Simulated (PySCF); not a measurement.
BH2, SMILES [BH2] (connectivity only; charge and spin as stated), charge +1, multiplicity 1.

Coordinates come from a PBE0-D3(BJ)/def2-TZVPD optimisation. The spin state was assumed, not searched. The isomer is the one that the SMILES or the coordinates give; other isomers of the formula were not compared.

These are r2SCAN/def2-TZVPD run with PySCF values and carry that method's errors.

The molecule is in vacuum.

Computed frontier levels, gap, dipole moment and polarisability:
| Item | Value |
|---|---|
| highest occupied level | -19.33 eV |
| lowest empty level | -11.54 eV |
| orbital gap | 7.79 eV |
| dipole moment about the centre of nuclear charge | 0.00 D |
| mean static polarisability | 9.7 bohr³ (1.44 Å³) |
| polarisability, principal values | 9.2, 9.2, 10.7 bohr³ |
